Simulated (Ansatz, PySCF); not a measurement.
TaO2Cl, SMILES [O]=[Ta](=[O])[Cl], multiplicity 1. Atoms are numbered in the order given.

```xyz
4

Ta     0.2314     0.1741     0.0000
O      0.8943    -0.6333     1.3725
O      0.8943    -0.6333    -1.3725
Cl    -2.0739    -0.1070     0.0000
```
Charge 0, spin multiplicity 1.

The structure is a stationary point at PBE0-D3(BJ)/def2-SVP. The spin state was assumed, not searched. The def2 effective core potentials stand for the cores of Ta; spin–orbit coupling is left out.

Two levels are set side by side: PBE-D3(BJ)/def2-SVP (Ansatz, an electronic-structure program) and PBE0-D3(BJ)/def2-SVP (Ansatz). Each level has its own optimised geometry; the coordinates shown are those of the second. Frequencies come from the Hessian of PySCF at each geometry. Differences are taken from unrounded values.

| quantity | PBE0-D3(BJ) | PBE-D3(BJ) | PBE-D3(BJ) minus PBE0-D3(BJ) |
|---|---|---|---|
| mean bond length (Å) | 1.924 | 1.940 | 0.016 |
| bond Ta1–O2 (Å) | 1.725 | 1.745 | 0.021 |
| bond Ta1–O3 (Å) | 1.725 | 1.745 | 0.021 |
| bond Ta1–Cl4 (Å) | 2.322 | 2.328 | 0.006 |
| highest harmonic wavenumber (cm⁻¹) | 1016 | 959 | -57 |
| mean harmonic wavenumber (cm⁻¹) | 510 | 489 | -21 |
| zero-point energy (kcal/mol) | 4.37 | 4.19 | -0.18 |

GGA bonds tend to be longer and softer than those of functionals with exact exchange. Differences between two approximate levels are no errors against the true value.
